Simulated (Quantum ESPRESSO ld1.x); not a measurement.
Problem. Radial electron density D(r) = 4 pi r^2 rho(r) of an atom or ion with 59 electrons. Method: Dirac Kohn-Sham, PBEsol, spin-unpolarised, spherical densities, point nucleus; computed with ld1.x of Quantum ESPRESSO 7.5.

```
   r/bohr * D(r) (the largest magnitude, 102, reaches the edge; | marks zero)
 0.003422 |          *
 0.004675 |                *
 0.006336 |                       *
 0.008656 |                               *
  0.01183 |                                      *
  0.01603 |                                          *
  0.02189 |                                        *
  0.02991 |                                     *
  0.04054 |                                       *
  0.05538 |                                                *
  0.07566 |                                                      *
   0.1025 |                                               *
   0.1401 |                                        *
   0.1914 |                                              *
   0.2594 |                                        *
   0.3543 |                     *
   0.4841 |                  *
    0.656 |                   *
   0.8962 |          *
    1.224 |     *
    1.659 |   *
    2.267 | *
    3.097 |*
    4.197 *
    5.734 *
    7.834 *
    10.62 *
     14.5 *
```

What is the nuclear charge?

Solution. Z = 59. The innermost maximum, from 1s, lies near gamma/Z bohr with gamma = sqrt(1 - (Z/c)^2) = 0.903, here 0.0153 bohr (found: 0.0168), and its height grows with Z. The density is that of neutral praseodymium in [Xe] 4f3 6s2; the configuration itself is not fixed sharply by these data, and Z only to a few units. D(r) has 4 maxima, at r = 0.0168, 0.0745, 0.209, 0.582 bohr, and minima at 0.0327, 0.138, 0.423 bohr, inside which lie 2.02, 11.19, 29.06 electrons.
